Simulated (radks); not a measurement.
Problem. Valence configurations of neutral lutetium (all share [Xe]). Calculated with a radial shooting solver on a logarithmic mesh with Libxc functionals: scalar-relativistic Kohn-Sham, r2SCAN, spin-polarised, spherical densities, finite nucleus; open shells are filled with parallel spins first (spin-orbit coupling, left out, can overturn this in heavy ions); meta-GGA in the generalised Kohn-Sham scheme; Fermi nuclear charge, rms radius 5.37 fm. Order these by energy: 4f12 5d1 6s2 6p2; 4f13 5d1 6s2 6p1; 4f14 5d1 6s1 6p1; 4f14 5d3; 4f14 5d2 6s1; 4f14 6s1 6p2; 4f14 5d0.5 6s2 6p0.5; 4f14 5d1 6p2; 4f14 5d1 6s2; 4f14 6s2 6p1.

Solution. From the lowest, in eV above it: 4f14 5d1 6s2 0.000; 4f14 5d0.5 6s2 6p0.5 0.334; 4f14 6s2 6p1 0.814; 4f14 5d2 6s1 1.852; 4f14 5d1 6s1 6p1 2.243; 4f14 6s1 6p2 3.349; 4f14 5d3 5.173; 4f14 5d1 6p2 6.038; 4f13 5d1 6s2 6p1 12.636; 4f12 5d1 6s2 6p2 34.816. NIST lists [Xe] 4f14 5d1 6s2 as the ground configuration; this level of theory agrees among the configurations tried. The energies are those of spherical high-spin densities, not of single terms.
